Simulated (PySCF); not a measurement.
**Mayer bond orders and bond lengths**

C5H2F2N2.
SMILES with atom numbers: `[N:1]#[C:2]/[C:3]([F:4])=[C:5](/[C:6]#[N:7])[CH2:8][F:9]` (hydrogens: H10, H11 on C8)

Cartesian coordinates in Å at the PBE0-D3(BJ)/def2-SVP level; atoms count from 1:
```
atom  x, y, z in Å
N1     3.0525   -0.8955   -0.1394
C2     2.0967   -0.2583    0.0062
C3     0.9931    0.6266    0.2157
F4     1.3667    1.8422    0.5744
C5    -0.3168    0.3344    0.0783
C6    -1.2744    1.3617    0.3239
N7    -2.1003    2.1554    0.5029
C8    -0.8823   -1.0050   -0.3140
F9     0.0933   -1.9075   -0.5841
H10   -1.5246   -0.8751   -1.2027
H11   -1.5147   -1.3807    0.5099
```

Bond orders from the PBE0/pcSseg-1 density (PySCF). One conformer (not necessarily the lowest) at the PBE0-D3(BJ)/def2-SVP geometry, without solvent, vibrations or thermal averaging.

(1) Where do the orders between heavy atoms depart from those drawn in the SMILES?

(2) Set the Mayer orders of the bonds between heavy atoms beside their lengths.

Results:

(1) The largest departure is 0.377, at C3–C5 (drawn double, 1.623). Drawn double or triple, more than 0.30 short of the drawn order: C3–C5 (1.623).

(2) 
```csv
bond,drawn as,length (Å),Mayer order
N1–C2,triple,1.158,2.947
C2–C3,single,1.430,1.046
C3–F4,single,1.321,1.016
C3–C5,double,1.349,1.623
C5–C6,single,1.426,1.054
C6–N7,triple,1.159,2.991
C5–C8,single,1.506,0.956
C8–F9,single,1.356,0.928
```

By pair of heavy elements: C–N: lowest N1–C2 (2.947, 1.158 Å), highest C6–N7 (2.991, 1.159 Å). C–C: lowest C5–C8 (0.956, 1.506 Å), highest C3–C5 (1.623, 1.349 Å). C–F: lowest C8–F9 (0.928, 1.356 Å), highest C3–F4 (1.016, 1.321 Å).

Task: And the bonds to hydrogen?

Result: C–H: 0.93 to 0.94 (2 bonds).

Task: Sum the orders of all bonds at each heavy atom with more than one neighbour and set the sums beside the valence in the SMILES.

Result: C2 3.993 (drawn 4), C3 3.685 (drawn 4), C5 3.633 (drawn 4), C6 4.045 (drawn 4), C8 3.753 (drawn 4). Orders between atoms that aren't bonded are not in these sums.

Mayer orders depend on the basis set.
